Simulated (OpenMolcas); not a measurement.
# Nd³⁺: effect of the basis set

```
Program             : OpenMolcas 26.06
Method              : CASSCF
Active space        : 3 electrons in 7 orbitals (4f)
State averaging     : 2S+1 = 4 odd, 35 roots; 2S+1 = 2 odd, 112 roots (105 in the spin-orbit step)
Spin-orbit coupling : RASSI with atomic mean-field integrals over the reference wave functions, term energies averaged over their components
```

A. ANO-R1 [7s5p3d2f], X2C, finite nucleus; cost roughly 40 core-seconds
B. ANO-RCC-VDZP [7s6p4d2f1g], DKH2, point nucleus; cost about 50 core-seconds
C. ANO-R2 [8s7p4d3f1g], X2C, finite nucleus; cost roughly 50 core-seconds
D. ANO-RCC-VTZP [8s7p5d3f2g1h], DKH2, point nucleus; cost about 50 core-seconds
E. ANO-R3 [9s8p5d5f3g1h], X2C, finite nucleus; cost roughly 40 core-seconds
F. ANO-RCC-VQZP [9s8p6d4f3g2h], DKH2, point nucleus; cost of the order of 60 core-seconds

Energies in cm⁻¹ above 4f³ ⁴I°_9/2, the measured ground level; measured values from the list in Arab et al., J. Quant. Spectrosc. Radiat. Transfer 229, 145 (2019) and Gaigalas et al. (2019), from Wyart et al. (2007).

```tsv
Level	A	B	C	D	E	F	Measured
4f³ ⁴I°_9/2	0.0	0.0	0.0	0.0	0.0	0.0	0.0
4f³ ⁴I°_11/2	2009	1988	1980	1983	1977	1981	1897
4f³ ⁴I°_13/2	4186	4144	4128	4132	4121	4130	3907
4f³ ⁴I°_15/2	6483	6419	6395	6401	6384	6397	5989
4f³ ⁴F°_3/2	15973	15889	15839	15815	15829	15817	11698
4f³ ²H°_9/2(1)	16111	16017	15976	15947	15967	15949	12800
4f³ ⁴F°_5/2	17064	16968	16914	16891	16902	16892	12748
4f³ ⁴S°_3/2	18009	17906	17848	17825	17834	17826	13792
4f³ ⁴F°_7/2	18091	17986	17928	17905	17915	17906	13720
4f³ ⁴F°_9/2	19265	19147	19086	19064	19071	19063	14995
4f³ ²H°_11/2(1)	19483	19354	19298	19272	19290	19272	16162
4f³ ²G°_7/2(1)	22294	22163	22095	22061	22081	22063	17655
4f³ ⁴G°_5/2	24218	24094	24017	23979	24003	23982	17707
4f³ ²K°_13/2	24390	24250	24174	24136	24157	24138	20005
4f³ ²G°_9/2(1) [65 %]	25169	25008	24928	24898	24912	24897	
4f³ ⁴G°_7/2	25771	25628	25546	25510	25529	25512	19541
4f³ ²K°_15/2	26612	26451	26365	26329	26348	26329	22044
4f³ ⁴G°_9/2	27407	27247	27158	27124	27139	27125	
4f³ ⁴G°_11/2	28846	28675	28582	28548	28560	28548	22047
4f³ ²P°_1/2	30289	30118	30017	29973	29996	29975	
4f³ ²D°_5/2(1)	30648	30471	30368	30324	30345	30325	24333
4f³ ²I°_11/2	38231	38027	37892	37835	37860	37838	30180
4f³ ²L°_15/2	39066	38854	38716	38659	38684	38662	31036
4f³ ²I°_13/2	39498	39279	39139	39083	39107	39085	31583
```

Deviations, from unrounded energies. A percentage is the sum of absolute deviations over the sum of measured energies, with the sign that they share, or ± where signs differ.

```csv
Against measurement,Levels,A,B,C,D,E,F
mean absolute deviation (cm-1),20,4600,4500,4400,4400,4400,4400
fine structure of the ground term (%),3,+7.5,+6.4,+6.0,+6.1,+5.8,+6.1
other terms of the ground configuration (%),17,+27.6,+26.8,+26.4,+26.2,+26.3,+26.2
```

B, C, D, E, F lie about equally close to measurement and A furthest from it. The largest miss of D in the table is 4f³ ²I°_11/2, by +7700 cm-1. The ranking rests on the paired levels alone, and a cruder setting can come out closer through cancelling errors.

Among A to F the level of the table that moves most is 4f³ ²I°_13/2, by 410 cm-1 (lowest in D, highest in A).

High states are left out of the spin-orbit mixing, which shifts the levels that they would mix with. Without dynamic correlation excited terms often stand tens of per cent too high (terms of higher spin than the ground term too low), and those without a measured partner can miss by more than the paired ones. Some levels mix across a computed gap that differs much from the measured one, so their mixing is not that of the real levels. The basis is small and was not contracted for so high a charge (holds for A; B). Computed and measured levels are paired by configuration, term and J; levels that our copy of the source lacks, or whose pairing is in doubt (as where it misses far off the trend of its configuration), stay unpaired and out of the deviations. Levels of configurations outside the active space are missing. The table leaves out levels that lie high or whose names do not pair safely across all columns.

A share in square brackets marks a mixed level and gives the weight of the term that names it, the lowest over the columns. A number in round brackets counts repeated terms of one configuration in the order of the reference energies. ° marks odd parity.
